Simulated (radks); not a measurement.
Values are calculated unless marked as measured or tabulated.
Fe XVI, configuration [Ne] 3s1 (the NIST ground configuration).

Code: a radial shooting solver on a logarithmic mesh with Libxc functionals. Model: scalar-relativistic Kohn-Sham, BLYP, spin-polarised, spherical densities, finite nucleus; open shells are filled with parallel spins first; Fermi nuclear charge, rms radius 3.7377 fm.

Energy parts (eV):
total: -31752.686
kinetic: 32174.024
electron-nucleus: -69761.703
Hartree: 6980.604
exchange-correlation: -1145.611

Orbitals (lengths in bohr, moments of r in powers of bohr; r(max) is where P^2 peaks):
orbital  occ.  eigenvalue (eV)   r(max)  <1/r>
1s up       1        -7500.169  0.03826  25.99
1s down     1        -7499.274  0.03826  25.99
2s up       1        -1291.343   0.2209  5.637
2s down     1        -1290.239   0.2209  5.639
2p up       3        -1174.710   0.1780  5.531
2p down     3        -1173.684   0.1780  5.533
3s up       1        -476.8642   0.6294  2.161
3s down     0        -470.5403   0.6272  2.162

The highest occupied level is 3s up at -476.86 eV. The density falls to 0.001 e/bohr^3 at r = 1.44 bohr. Summed over all electrons, <r^2> = 1.076 bohr^2, which gives a Langevin (diamagnetic) susceptibility term of -0.852 x 10^-6 cm^3/mol. The spin density at the nucleus is 146.1 e/bohr^3 (1s 1.1, 2s -0.2, 3s 145.2). Spin moment in Bohr magnetons: 1.
